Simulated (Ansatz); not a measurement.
Isolated molecules relaxed with PBE0-D4/def2-TZVP in Ansatz; ΔE leaves out vibrations. CCSD(T)/CBS is the MP2 limit (def2-TZVPP, def2-QZVPP) plus CCSD(T) − MP2 in def2-TZVPP, frozen cores. DFT in def2-TZVPP. B3LYP here is the variant with VWN-RPA as its local correlation; programs differ in this. One conformer a species, not always the lowest.

Reaction (redistribution): `C=NB(C)[SiH3]` + `N[SiH2]S` → `CB([SiH3])S` + `C=N[SiH2]N`

```
             level  ΔE (eV)
           ωB97M-V     0.40
              PBE0     0.50
             B3LYP     0.50
CCSD(T)/def2-TZVPP     0.34
     HF/def2-QZVPP     0.26
    MP2/def2-QZVPP     0.36
SCS-MP2/def2-QZVPP     0.34
     MP2/CBS(def2)     0.37
```

(1) What does CCSD(T)/CBS give? (Best estimate.)

Largest T1 diagnostic among the species: 0.015.

Results:

(1) Ansatz gave: +0.37 eV. The listed levels differ from it by 0.03, 0.13, 0.13, -0.03, -0.11, -0.01, -0.03, 0.00 eV.

In def2-TZVPP, CCSD(T) changes the Hartree–Fock value by +0.08 eV (the triples alone add +0.01 eV) and MP2 by +0.08 eV. From PBE to PBE0 (25 % exact exchange), in def2-TZVPP and without D4, ΔE moves by −0.07 eV.
